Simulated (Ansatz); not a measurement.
Two isomers of C2H7InN: A = `C[CH2][In][NH2]`•, B = `C[N](C)[InH]`•.

Gas-phase electronic energies from Ansatz, PBE0-D4/def2-TZVP geometries. CCSD(T)/CBS is the MP2 limit (def2-TZVPP, def2-QZVPP) plus CCSD(T) − MP2 in def2-TZVPP, frozen cores. DFT in def2-TZVPP. B3LYP here is the variant with VWN-RPA as its local correlation; programs differ in this. Open shells (•) are unrestricted, without spin–orbit coupling. Elements past krypton have def2 core potentials. For In outer-core shells are correlated without core-valence functions, which leaves a few kJ/mol of doubt a bond. One conformer a species, not always the lowest.

Q: Which isomer does CCSD(T)/CBS put lower? Give the gap. (Best estimate.)

A: The calculation gave: A, by 89.1 kJ/mol.

Q: Give E(B) − E(A) in kJ/mol with ωB97M-V, MP2/def2-TZVPP, r2SCAN-D4, PBE0-D4, B3LYP, B2PLYP, HF/def2-TZVPP. (Estimate.)

A: The calculation gave: ωB97M-V 82.5, MP2/def2-TZVPP 88.1, r2SCAN-D4 82.1, PBE0-D4 79.9, B3LYP 83.5, B2PLYP 84.2, HF/def2-TZVPP 73.1. None reverses the order clearly.

Largest T1 diagnostic: 0.019.

In def2-TZVPP, CCSD(T) changes the Hartree–Fock value by +8.9 kJ/mol (the triples alone add −0.2 kJ/mol) and MP2 by +15.1 kJ/mol.
